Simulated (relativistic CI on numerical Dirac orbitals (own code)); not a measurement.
Hyperfine structure of Tl²⁺, mass number 204

Method of calculation: Dirac-Coulomb-Breit CI, KLI orbitals optimised for each configuration, a model potential for QED, valence Slater integrals scaled by 0.85, P86 correlation energy added to each configuration (own radial code, finite nucleus).

Configurations in the expansion (outside the closed core [Xe] 4f14): 5d10.6s, 5d10.6p, 5d9.6s2, 5d10.6d, 5d10.7s, 5d9.6s.6p, 5d10.7p, 5d9.6s.5f, 5d10.5f, 5d10.8s, 5d10.7d, 5d10.8p, 5d10.6f. Double excitations out of closed p, d and f shells are left out; levels of such configurations are missing from the list, as are those of other unlisted configurations, and high levels can miss mixing partners.

Nuclear spin I = 2, μ = 0.09 μN (tables of Stone and Pyykkö). The electronic factors are computed for point nuclear moments, without core polarisation; leaving it out makes A of s and p electrons in near-neutral atoms 20 to 40 % too small, and it can dominate for d and f shells.

```json
{"Level": "5d10.6s 2S_1/2", "E (cm⁻¹)": "0.0", "A (MHz)": "2379"}
{"Level": "5d10.6p 2P°_1/2", "E (cm⁻¹)": "61746.7", "A (MHz)": "487"}
{"Level": "5d9.6s2 2D_5/2", "E (cm⁻¹)": "74180.1", "A (MHz)": "51.73"}
{"Level": "5d10.6p 2P°_3/2", "E (cm⁻¹)": "75431.7", "A (MHz)": "46.89"}
{"Level": "5d9.6s2 2D_3/2", "E (cm⁻¹)": "91411.5", "A (MHz)": "138.7"}
{"Level": "5d9.6s.6p 4P°_5/2", "E (cm⁻¹)": "120951.1", "A (MHz)": "412.8"}
{"Level": "5d9.6s.6p 4F°_7/2", "E (cm⁻¹)": "126875.3", "A (MHz)": "385.4"}
{"Level": "5d10.7s 2S_1/2", "E (cm⁻¹)": "132338.5", "A (MHz)": "540.2"}
```

Levels with J = 0, under 50 % of one LS term, or S terms without an open s electron are left out. Small factors come from cancelling terms and can be off by tens of per cent or more.

Correlation outside the listed configurations is missing or only estimated: errors of thousands of cm⁻¹ between configurations and terms are usual at this charge. Rates and lifetimes follow the computed energies and can be off by large factors. The fine structure of a lone outer electron comes out too small, for d and f at times inverted, and misplaced configurations move strength between like terms. 7 of the 7 excited levels that our extract of the measured tables holds in this range could be paired (the sources list more); they are missed by 5977 cm⁻¹ on average and 7626 at most, and levels without a partner can miss by more.

**Question.** Give the hyperfine levels of 5d10.6s 2S_1/2 relative to its centre of gravity.

**Answer.** With K = F(F + 1) − I(I + 1) − J(J + 1), E = AK/2: F = 3/2: -3569, F = 5/2: 2379 MHz.

LS names give the leading component of a level, which can be under half, so a name can repeat, a term be missing and a line seem to break the LS rules.
